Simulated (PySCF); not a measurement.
Where the electron goes

Species: SnCl4.
Cartesian coordinates in Å at the PBE0-D3(BJ)/def2-SVP level; atoms count from 1:
```xyz
5
SnCl4 angstrom
Sn    -0.008    0.001    0.006
Cl     0.001   -0.022    2.322
Cl     2.173    0.008   -0.759
Cl    -1.089    1.899   -0.764
Cl    -1.077   -1.886   -0.806
```

The calculation used PySCF 2.14.0, density-fitted response routines, TDDFT wB97X-D/def2-SVPD, vertical, gas phase, core orbitals frozen in the response, def2 core potentials past Kr. Spin–orbit coupling is left out.

Kohn–Sham orbitals with the atoms that hold most of them (Löwdin shares over 4%, at most four atoms; ? is withheld):

```tsv
orbital	ε (eV)	atoms
LUMO+2	1.22	Sn1 38%, Cl4 18%, Cl5 16%, Cl2 14%
LUMO+1	1.18	Sn1 38%, Cl3 19%, Cl5 15%, Cl2 14%
LUMO	-2.09	?
HOMO	-11.75	Cl3 40%, Cl5 35%, Cl4 23%
HOMO-1	-11.76	Cl3 41%, Cl2 33%, Cl4 18%, Cl5 8%
HOMO-2	-11.77	Cl2 34%, Cl4 33%, Cl5 32%
HOMO-3	-12.05	Cl2 26%, Cl4 26%, Cl5 24%, Cl3 16%
```

Which atoms hold the LUMO, and with what shares?

Sn1 (bonded to 4 Cl) 25%; Cl2 (bonded to Sn) 19%; Cl4 (bonded to Sn) 19%; Cl5 (bonded to Sn) 19%. By element: chlorine 57% or more, tin 25%.

How does S1 compare with the orbital gap of 9.66 eV?

S1 is at 5.12 eV (f = 0.0000), 4.54 eV below the gap, made of HOMO-1/HOMO→LUMO (≥96%). S1/S2/S3 lie within about 0.01 eV of each other. Without the coupling terms of the response equations the lowest excitation would equal the gap.

Next come S2 at 5.12 eV (f 0.0000), HOMO-1/HOMO→LUMO (≥96%); S3 at 5.12 eV (f 0.0000), HOMO-2→LUMO (96%); S4 at 5.57 eV (f 0.0049), HOMO-6→LUMO (86%); S5 at 5.57 eV (f 0.0043), HOMO-7→LUMO (85%).

Orbitals of the list HOMO-3 to LUMO+2 that lie within 0.01 eV of each other are written together with a slash and their weights summed (≥ marks a lower bound); for degenerate orbitals outside that list single weights are arbitrary.

The run took 71 s of wall time on one thread of an Arm Neoverse V1, shared host.
